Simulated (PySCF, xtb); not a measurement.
Si(CCH)2(F)(H) (C₄H₃FSi), SMILES C#C[SiH](F)C#C.

Harmonic wavenumbers (cm⁻¹) from GFN2-xTB (xtb) at its own minimum, in rising order: 80, 135, 139, 214, 268, 292, 327, 606, 615, 659, 679, 684, 686, 690, 747, 819, 2214, 2217, 2317, 3358, 3358.

Q: What does PBE-D3(BJ)/def2-SVP (PySCF) give at its own minimum? (Estimate from the structure and the level; the computed values follow.)

A: 90, 142, 153, 224, 324, 364, 409, 596, 671, 700, 701, 715, 716, 796, 804, 891, 2092, 2093, 2221, 3389, 3389. Paired by order, the mean absolute difference is 51 cm⁻¹ and the zero-point energies are 30.2 and 30.7 kcal/mol.
